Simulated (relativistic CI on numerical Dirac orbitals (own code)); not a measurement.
## Forbidden transitions in Bi XI

Method of calculation: Dirac-Coulomb-Breit CI, KLI orbitals optimised for each configuration, QED by a radiative potential, unscaled Slater integrals (own radial code, finite nucleus).

Configurations in the expansion (outside the closed core [Kr] 4d10 4f14): 5s²5p⁶5d⁵, 5s²5p⁶5d⁴6s, 5s²5p⁶5d⁴5f, 5s²5p⁵5d⁶, 5s²5p⁶5d⁴6p, 5s²5p⁶5d³6s6p, 5s²5p⁶5d³5f6s, 5s5p⁶5d⁶, 5s²5p⁶5d⁴7s, 5s²5p⁶5d³6s², 5s²5p⁶5d²5f6s², 5s²5p⁶5d²6s²6p, 5s²5p⁶5d²6s²7s, 5p⁶5d⁷, 5p⁵5d⁸. Double excitations out of closed p, d and f shells are left out; levels of such configurations are missing from the list, as are those of other unlisted configurations, and high levels can miss mixing partners.

| λ vac (Å) | Lower | Upper | Type | A (s⁻¹) | gf | Branching (%) |
| --- | --- | --- | --- | --- | --- | --- |
| 1372.9 | 5s²5p⁶5d⁵ ⁶S5/2 [1] | 5s²5p⁶5d⁵ ⁴P3/2 [16] | M1 | 1.82e+02 | 2.06e-07 | 15.0 |
| 1682.7 | 5s²5p⁶5d⁵ ⁶S5/2 [1] | 5s²5p⁶5d⁵ ²D5/2 [10] | M1 | 2.58e+02 | 6.58e-07 | 33.8 |
| 2029.7 | 5s²5p⁶5d⁵ ⁴G7/2 [3] | 5s²5p⁶5d⁵ ⁴F5/2 [21] | M1 | 3.44e+02 | 1.28e-06 | 37.9 |
| 2055.9 | 5s²5p⁶5d⁵ ²F5/2 [2] | 5s²5p⁶5d⁵ ⁴P3/2 [16] | M1 | 3.90e+02 | 9.88e-07 | 32.1 |
| 2167.9 | 5s²5p⁶5d⁵ ⁴G7/2 [3] | 5s²5p⁶5d⁵ ²H9/2 [19] | M1 | 1.66e+02 | 1.17e-06 | 18.6 |
| 2324.8 | 5s²5p⁶5d⁵ ⁴G11/2 [5] | 5s²5p⁶5d⁵ ²H9/2 [19] | M1 | 1.71e+02 | 1.39e-06 | 19.1 |
| 2499.8 | 5s²5p⁶5d⁵ ⁶S5/2 [1] | 5s²5p⁶5d⁵ ⁴D3/2 [4] | M1 | 6.12e+02 | 2.29e-06 | 95.4 |
| 2528.9 | 5s²5p⁶5d⁵ ⁴G9/2 [7] | 5s²5p⁶5d⁵ ²H9/2 [19] | M1 | 4.69e+02 | 4.49e-06 | 52.4 |
| 2562.7 | 5s²5p⁶5d⁵ ⁶S5/2 [1] | 5s²5p⁶5d⁵ ⁴G7/2 [3] | M1 | 9.29e+01 | 7.32e-07 | 61.8 |
| 2645.4 | 5s²5p⁶5d⁵ ⁴G7/2 [3] | 5s²5p⁶5d⁵ ²F5/2 [18] | M1 | 1.18e+02 | 7.45e-07 | 16.9 |
| 2838.2 | 5s²5p⁶5d⁵ ²F5/2 [2] | 5s²5p⁶5d⁵ ²D5/2 [10] | M1 | 4.07e+02 | 2.95e-06 | 53.2 |
| 3045.6 | 5s²5p⁶5d⁵ ⁴D3/2 [4] | 5s²5p⁶5d⁵ ⁴P3/2 [16] | M1 | 5.32e+02 | 2.96e-06 | 43.8 |
| 3081.1 | 5s²5p⁶5d⁵ ⁴G11/2 [5] | 5s²5p⁶5d⁵ ²I13/2 [17] | M1 | 5.67e+01 | 1.13e-06 | 94.4 |
| 3148.5 | 5s²5p⁶5d⁵ ⁴G7/2 [3] | 5s²5p⁶5d⁵ ²G9/2 [15] | M1 | 1.37e+02 | 2.03e-06 | 51.6 |
| 3195.0 | 5s²5p⁶5d⁵ ⁴D5/2 [6] | 5s²5p⁶5d⁵ ²F5/2 [18] | M1 | 4.25e+02 | 3.90e-06 | 60.8 |
| 3490.7 | 5s²5p⁶5d⁵ ⁴G11/2 [5] | 5s²5p⁶5d⁵ ²G9/2 [15] | M1 | 9.68e+01 | 1.77e-06 | 36.5 |
| 3798.0 | 5s²5p⁶5d⁵ ⁴G7/2 [3] | 5s²5p⁶5d⁵ ⁴D7/2 [11] | M1 | 8.58e+01 | 1.48e-06 | 28.5 |
| 4010.7 | 5s²5p⁶5d⁵ ⁴G11/2 [5] | 5s²5p⁶5d⁵ ²I11/2 [12] | M1 | 2.36e+02 | 6.84e-06 | 84.1 |
| 4132.9 | 5s²5p⁶5d⁵ ⁶S5/2 [1] | 5s²5p⁶5d⁵ ²F5/2 [2] | M1 | 3.07e+02 | 4.71e-06 | 100.0 |
| 4688.9 | 5s²5p⁶5d⁵ ²F5/2 [2] | 5s²5p⁶5d⁵ ⁴D5/2 [6] | M1 | 2.78e+02 | 5.50e-06 | 80.6 |

Terms are leading LS components. Brackets give the number of a level in order of energy, since labels repeat. The list gives strong lines, with weight on those to low levels, among the lowest 200 of 1774 levels, so that lines to higher ones, which can be the strongest, are missing. Levels whose partners in the same complex of configurations lie outside the list can be far off, and so can their lines. Rates are taken at the computed energies, electric ones in the length gauge.

At this charge energies of transitions that change n are usually good to better than 1 %, and those within a shell (Δn = 0) to a few per cent. Terms inside the open d or f shell come out 10 to 20 % too wide with unscaled integrals. Levels and lines within the n = 5 or 6 shells can be off by up to 10 % or somewhat more, and those that change n by about 2 %, since core polarisation is missing.

LS names give the leading component of a level, which can be under half, so a name can repeat, a term be missing and a line seem to break the LS rules.
